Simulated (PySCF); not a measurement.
C4H8BrF, singlet, at a GFN2-xTB geometry. Base run: DF-PBE/STO-3G in PySCF.

Here is a job for PySCF.
```python
from pyscf import gto, scf, dft

mol = gto.Mole()
mol.atom = '''
    C    -3.64897201   -0.43995693    0.10813158
    C    -2.25684677   -1.05718248    0.07629577
    C    -1.17450278    0.02366427    0.07882385
    C     0.20790962   -0.59224435    0.04013324
    F     0.42059270   -1.24859766   -1.12526736
    Br    1.59655002    0.79602631    0.19403035
    H    -3.80658773    0.19412527   -0.76107137
    H    -3.77913299    0.16469594    1.00284036
    H    -4.40662175   -1.21905358    0.10630703
    H    -2.14895797   -1.67238138   -0.81922203
    H    -2.12419361   -1.70482152    0.94638839
    H    -1.25773565    0.63774765    0.97765236
    H    -1.29605721    0.67167450   -0.79246657
    H     0.38917358   -1.30121156    0.85560886
'''
mol.basis = 'sto-3g'
mol.verbose = 4
mol.max_memory = 1800
mol.build()

mf = dft.RKS(mol)
mf.xc = 'pbe'
mf = mf.density_fit(auxbasis='def2-universal-jkfit')
mf.kernel()
```

The job was repeated with other settings on one machine. Differences are taken from the largest basis of the Pople family in the series, which isn't the basis-set limit (6-311G**: -2830.575114 Eh). The cheapest run took around 10 core-seconds (rough).

```json
[
 {"setting": "STO-3G", "basis functions": "51", "cost, times the cheapest (rough)": "1", "difference in total energy (mEh)": "31566.80"},
 {"setting": "3-21G", "basis functions": "83", "cost, times the cheapest (rough)": "1", "difference in total energy (mEh)": "13823.97"},
 {"setting": "6-31G", "basis functions": "88", "cost, times the cheapest (rough)": "2", "difference in total energy (mEh)": "476.70"},
 {"setting": "6-31G*", "basis functions": "118", "cost, times the cheapest (rough)": "3", "difference in total energy (mEh)": "352.74"},
 {"setting": "6-31G**", "basis functions": "142", "cost, times the cheapest (rough)": "3", "difference in total energy (mEh)": "341.96"},
 {"setting": "6-311G**", "basis functions": "182", "cost, times the cheapest (rough)": "4", "difference in total energy (mEh)": "reference"}
]
```

Times come from a shared machine, hold the start-up and are rough. Total energies converge more slowly with the basis than energy differences do.
